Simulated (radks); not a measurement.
The numbers below are computed, except where a source is named.
Q: Ionisation of neutral xenon, [Xe], to Xe+, [Kr] 4d10 5s2 5p5, under several functionals. Dirac Kohn-Sham, spin-unpolarised, spherical densities, point nucleus; open shells fill j = l - 1/2 first; a radial shooting solver on a logarithmic mesh with Libxc functionals. The NIST Atomic Spectra Database gives 12.130 eV (measured). Rank these functionals by the error of their Delta-SCF ionisation energy: PBE; LDA (Slater exchange, VWN5 correlation); AM05.

A: From best to worst: PBE 12.110 eV (-0.020); AM05 12.083 eV (-0.047); LDA (Slater exchange, VWN5 correlation) 12.260 eV (+0.130). Spin polarisation and multiplet splitting are left out, so open shells lie too high by an amount that depends on their filling.

Beside tabulated values, note that spin-unpolarised runs miss the spin-polarisation part of the exchange energy of open shells.
